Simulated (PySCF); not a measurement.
# Indium: a sound run and one with changed settings

Sound run: In⁺ [Kr] 4d10 5s2, In²⁺ [Kr] 4d10 5s1. All numbers are calculated (PySCF 2.14, scalar relativity through the core potential, in cc-pVTZ-PP with ECP28MDF (5s4p3d1f, 39 functions)). In the sound run the correlated levels freeze 4s2 4p6 4d10 outside the core potential. The sound run starts from symmetry-adapted Hartree-Fock orbitals and uses a fine grid where one is needed.

Changed run: all electrons correlated in a basis built for the valence shell.

```tsv
species	method	sound run (hartree)	changed run (hartree)	converged
In⁺	MP2	-189.04201	-189.12628	yes
In²⁺	MP2	n/a	-188.45937	yes
```

Ionisation energy of In⁺:

```tsv
method	sound run (eV)	changed run (eV)
UHF	17.012	17.012
MP2	17.645	18.148
SCS-MP2	17.771	18.216
```

A valence basis has no tight correlating functions, so it recovers only part of the core correlation, and not evenly between atom and ion.

For comparison, NIST gives 18.870 eV between the lowest levels.
